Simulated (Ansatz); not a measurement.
Reactions of `C[C@@H]1CCCC[C@@H]1C`.

Isolated molecules relaxed with PBE0-D4/def2-TZVP in Ansatz; ΔE leaves out vibrations. CCSD(T)/CBS is the MP2 limit (def2-TZVPP, def2-QZVPP) plus CCSD(T) − MP2 in def2-TZVPP, frozen cores. This one scheme is used for every species, atoms too. Functionals use def2-TZVPP. No spin–orbit coupling; open shells (•) take unrestricted orbitals. Spin–orbit coupling would lower the free atoms: a little for C. One conformer a species, not always the lowest.

```csv
reaction,CCSD(T)/CBS(def2) (kcal/mol)
`C[C@@H]1CCCC[C@@H]1C` → `CC1(C)CCCCC1`,?
`C[C@@H]1CCCC[C@@H]1C` → `C[C@H]1CC[C@H](C)CC1`,-2.5
`C[C@@H]1CCCC[C@@H]1C` → 8 C• + 16 H•,2354.0
`C[C@@H]1CCCC[C@@H]1C` → `C=CCCCCCC`,23.3
`C[C@@H]1CCCC[C@@H]1C` → `CC1CCCCC1` + `[CH2]` (triplet),103.7
```

(1) Fill in the missing values. (Best estimate.)

Largest T1 diagnostic: 0.011, for `[CH2]` (triplet).

Results:

(1) Ansatz gave: `C[C@@H]1CCCC[C@@H]1C` → `CC1(C)CCCCC1`: -1.7 kcal/mol.
